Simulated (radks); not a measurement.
Values are calculated unless marked as measured or tabulated.
Question: Coherent X-ray form factor from a spherical all-electron density. Level of theory: scalar-relativistic Kohn-Sham, LDA (Slater exchange, Perdew-Wang correlation), spin-polarised, spherical densities, finite nucleus; Fermi nuclear charge, rms radius of each element as measured or else 0.836 A^(1/3) + 0.57 fm (a radial shooting solver on a logarithmic mesh with Libxc functionals).

sin(theta)/lambda (1/angstrom)  f0 (electrons)
0.05                                    10.954
0.1                                     10.819
0.15                                    10.604
0.2                                     10.324
0.25                                     9.993
0.3                                      9.628
0.4                                      8.850
0.5                                      8.070
0.6                                      7.321
0.8                                      5.941
1                                        4.727
1.25                                     3.505
1.5                                      2.642
2                                        1.731

The species is in the configuration that NIST lists as its ground one. Which atom or ion scatters so?

Answer: The potassium ion K8+, [Ne] 3s1. Extrapolating in s^2 from the first two rows gives f0(0) = 11.0, near the electron count 11; among species with that count, the fall with angle is slower the higher Z, and the table is that of Z = 19; from so few rows the species is fixed only to a neighbour or two.
